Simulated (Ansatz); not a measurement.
Calculated with Ansatz (gas phase, PBE0-D4/def2-TZVP geometries, no zero-point term in ΔE). CCSD(T)/CBS adds triple-zeta CCSD(T) − MP2 to the extrapolated MP2 energy (def2 sets, frozen cores). This one scheme is used for every species, atoms too. Functionals use def2-TZVPP. B3LYP here is the variant with VWN-RPA as its local correlation; programs differ in this. Open shells (•) are unrestricted, without spin–orbit coupling. Spin–orbit coupling would lower the free atoms: a little for C, O; clearly for Ga. Bonds to Ga are less sure, by a few kJ/mol each and by 10 to 20 or more in all where they break to atoms, as the def2 sets lack core-valence functions. Scalar relativity is left out up to krypton. Each species was taken in one conformer, which may not be the lowest.

Consider the atomization: `CO[CH2][GaH2]` → 2 C• + Ga• + 7 H• + O•.

CCSD(T)/CBS gives +3675.0 kJ/mol.

Q: Another level gave +3670.1 kJ/mol. Which?
A. B3LYP/def2-TZVPP
B. ωB97M-V/def2-TZVPP
C. PBE-QIDH/def2-TZVPP
D. PBE0-D4/def2-TZVPP

A: B. ωB97M-V 3670.1, PBE0-D4 3661.0, PBE-QIDH 3645.1, B3LYP 3628.2 kJ/mol.

Largest T1 diagnostic among the species: 0.013.

At CCSD(T), def2-SVP lies −176.4 kJ/mol from the extrapolated value and def2-TZVPP −76.8 kJ/mol: correlation converges slowly with the basis, and small sets miss more of it in the bonded molecule than in its fragments. From BLYP to BHLYP (50 % exact exchange), in def2-TZVPP and without D4, ΔE moves by −62.3 kJ/mol: exact exchange takes away binding that semilocal exchange gives to molecules.

For atomizations the MP2-based limit and the directly extrapolated one differ by several kJ/mol either way, and by 10 to 25 for some Ge, Se and Sn compounds, so smaller differences from it don't rank the levels.
